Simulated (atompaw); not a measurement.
# Cutoff test, lutetium, PAW (atompaw)

Lu, PAW, made with atompaw 4.2.0.5 (PBE, scalar-relativistic). Core [Kr] 4d10, reference 4f13 5s2 5p6 5d2 6s2 6p0. Waves: 5s (bound): rc 1.90 bohr; 6s (bound): rc 2.75 bohr; 5p (bound): rc 1.50 bohr; 6p (bound, empty): rc 2.75 bohr; 5d (bound): rc 2.75 bohr; 5d channel at 0.75 Ry: rc 2.75 bohr; 4f (bound): rc 1.10 bohr; 4f channel at -0.65 Ry: rc 1.10 bohr. Local part: troulliermartins scheme with l = 4 at 0 Ry, radius 2.50 bohr. Core correction: smooth core density matched at 1.90 bohr. Augmentation charge: besselshape compensation charge, radius 2.75 bohr; PAW radius 2.75 bohr; waves and projectors: custom rrkj vanderbiltortho.

The pseudo-atom Hamiltonian at the reference potential is diagonalised in spherical Bessel functions j_l(qr) that vanish at 20 bohr, with q² up to the cutoff. All-electron valence levels (Ry): 5s -4.7902, 6s -0.3681, 5p -2.5625, 6p -0.1022, 5d -0.2060, 4f -1.2334.

**Question.** How do the lowest levels (Ry) of each channel move with the cutoff, and are there ghosts?

**Answer.**

```csv
cutoff (Ry),s #1,s #2,s #3,p #1,p #2,p #3,d #1,d #2,f #1,Σ f·Δε (mRy)
8,-4.6340,-0.3680,-0.0018,-0.1021,0.0457,0.1684,-0.1913,0.0537,0.1025,32471.9
21,-4.7897,-0.3681,-0.0019,-2.5276,-0.1022,0.0458,-0.2059,-0.1430,0.1025,17577.7
50,-4.7902,-0.3682,-0.0019,-2.5622,-0.1022,0.0457,-0.2060,-0.1743,0.1025,17368.7
90,-4.7902,-0.3682,-0.0019,-2.5624,-0.1022,0.0457,-0.2060,-0.1743,-1.1873,600.1
180,-4.7902,-0.3682,-0.0019,-2.5625,-0.1022,0.0457,-0.2060,-0.1743,-1.2331,4.3
350,-4.7902,-0.3682,-0.0019,-2.5625,-0.1022,0.0457,-0.2060,-0.1743,-1.2334,0.3
400,-4.7902,-0.3682,-0.0019,-2.5625,-0.1022,0.0457,-0.2060,-0.1743,-1.2334,0.0
```

Result: ghost state, extra bound levels that the all-electron valence spectrum of the same l lacks: d at -2.37 eV (a true bound ghost makes a file unfit for plane-wave use); 10 mRy is reached at 180 Ry and 1 mRy at 260 Ry.
